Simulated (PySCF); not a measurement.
Two species compared at the same levels of theory.

First species: C7H13OP.
SMILES with atom numbers: `[CH3:1][CH2:2][C:3]1=[C:4]([O:5][CH3:6])[CH2:7][PH:8][CH2:9]1` (hydrogens: H10, H11, H12 on C1; H13, H14 on C2; H15, H16, H17 on C6; H18, H19 on C7; H20 on P8; H21, H22 on C9)

Second species: C5H10OSSi.
SMILES: `O[C@@H]1C[C@@]12C[C@H]2S[SiH3]`

Levels: PBE0/pcSseg-1 for HOMO energy, LUMO energy and HOMO–LUMO gap. Geometries: GFN2-xTB. Each structure is a single optimised conformer of the isolated species, non-relativistic unless stated. Electronic properties by PySCF.

The conformers computed, where there is a choice (atom-mapped SMILES and torsion angles):
- `[OH:1][C@@H:2]1[CH2:3][C@@:4]12[CH2:5][C@H:6]2[S:7][SiH3:8]`: C5–C6–S7–Si8 -75°, H–O1–C2–C3 71°

The conformers of `CCC1=C(OC)CPC1` aren't listed.

```csv
property,column X,column Y
HOMO energy,-5.89 eV,-6.88 eV
LUMO energy,0.67 eV,0.02 eV
HOMO–LUMO gap,6.56 eV,6.90 eV
```

Which column belongs to which species?

Column X is the first species and column Y the second. The first has 22 atoms and 78 electrons, the second 18 and 78.

How does each property change from the first species to the second?

HOMO energy -0.99 eV; LUMO energy -0.65 eV; HOMO–LUMO gap +0.34 eV.

